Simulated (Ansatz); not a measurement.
Cost and result for the atomization energy of BH₄O₂Si (`O[B]O[SiH3]`) radical (8 atoms, 7 bonds).

Cartesian coordinates in Å:
```
O -1.856 -0.602 -1.177
B -0.566 -0.666 -1.555
O 0.517 -0.304 -0.844
Si 0.895 0.319 0.639
H -2.006 -0.254 -0.287
H 1.754 -0.651 1.354
H 1.608 1.602 0.443
H -0.347 0.556 1.427
```

Charge 0, multiplicity 2. All single points use the PBE0-D4/def2-TZVP geometry. It is one conformer, not always the lowest. Program: Ansatz. Hardware: A = 2 threads of an AMD EPYC 7R13 on a shared host; B = 2 threads of an AMD EPYC 7R13 on a shared host and a share of an NVIDIA H100 80 GB. Times are those of one run each, without the atoms' runs, and a repeat can differ threefold. Electronic energies, without spin–orbit coupling; frozen cores. CCSD(T)/CBS extrapolates def2-TZVPP and def2-QZVPP, and its time is that of the two runs behind it. T1 = 0.015; ⟨S²⟩ of the reference is 0.75. B3LYP takes the VWN-RPA correlation (the form of Gaussian; ORCA's B3LYP/G).

CCSD(T)/CBS is a level of theory with its own doubt, some kJ/mol a heavy atom from the limit and from the frozen cores, so smaller differences don't rank the functionals.

```json
{"level": "PBE-D4/def2-TZVPP (with forces) [A]", "functions": "191", "wall time": "2.6 s", "atomization (kJ/mol)": "2978.9", "difference from CCSD(T)/CBS": "38.5", "per bond": "5.5"}
{"level": "CCSD(T)/def2-TZVPP [B]", "functions": "191", "wall time": "2.9 s", "atomization (kJ/mol)": "2856.1", "difference from CCSD(T)/CBS": "-84.3", "per bond": "-12.0"}
{"level": "PBE0-D4/def2-TZVPP [A]", "functions": "191", "wall time": "3.3 s", "atomization (kJ/mol)": "2919.1", "difference from CCSD(T)/CBS": "-21.3", "per bond": "-3.0"}
{"level": "B3LYP-D4/def2-TZVPP (with forces) [A]", "functions": "191", "wall time": "3.9 s", "atomization (kJ/mol)": "2942.2", "difference from CCSD(T)/CBS": "1.8", "per bond": "0.3"}
{"level": "B2PLYP/def2-TZVPP [A]", "functions": "191", "wall time": "5.5 s", "atomization (kJ/mol)": "2916.3", "difference from CCSD(T)/CBS": "-24.1", "per bond": "-3.4"}
{"level": "r2SCAN-D4/def2-TZVPP (with forces) [A]", "functions": "191", "wall time": "5.5 s", "atomization (kJ/mol)": "2969.0", "difference from CCSD(T)/CBS": "28.6", "per bond": "4.1"}
{"level": "ωB97X-V/def2-TZVPP [A]", "functions": "191", "wall time": "8 s", "atomization (kJ/mol)": "2942.2", "difference from CCSD(T)/CBS": "1.8", "per bond": "0.3"}
{"level": "ωB97M-V/def2-TZVPP (with forces) [A]", "functions": "191", "wall time": "11 s", "atomization (kJ/mol)": "2944.5", "difference from CCSD(T)/CBS": "4.1", "per bond": "0.6"}
{"level": "CCSD(T)/def2-QZVPP [B]", "functions": "361", "wall time": "24 s", "atomization (kJ/mol)": "2907.3", "difference from CCSD(T)/CBS": "-33.1", "per bond": "-4.7"}
{"level": "CCSD(T)/CBS(def2)", "functions": "–", "wall time": "26 s", "atomization (kJ/mol)": "2940.4", "difference from CCSD(T)/CBS": "0.0", "per bond": "0.0"}
```

From PBE to PBE0 (25 % exact exchange), in def2-TZVPP and without D4, the atomization energy moves by −57.7 kJ/mol: exact exchange takes away binding that semilocal exchange gives to molecules. In def2-TZVPP, CCSD(T) changes the Hartree–Fock value by +670.9 kJ/mol (the triples alone add +39.9 kJ/mol) and MP2 by +747.6 kJ/mol; breaking electron pairs costs correlation energy, which Hartree–Fock lacks. The D4 term adds +22.0 kJ/mol with B3LYP and +11.4 kJ/mol with PBE0; it sums over pairs of atoms, weighted by their polarisabilities, and B3LYP, whose exchange is more repulsive, gets the larger term.
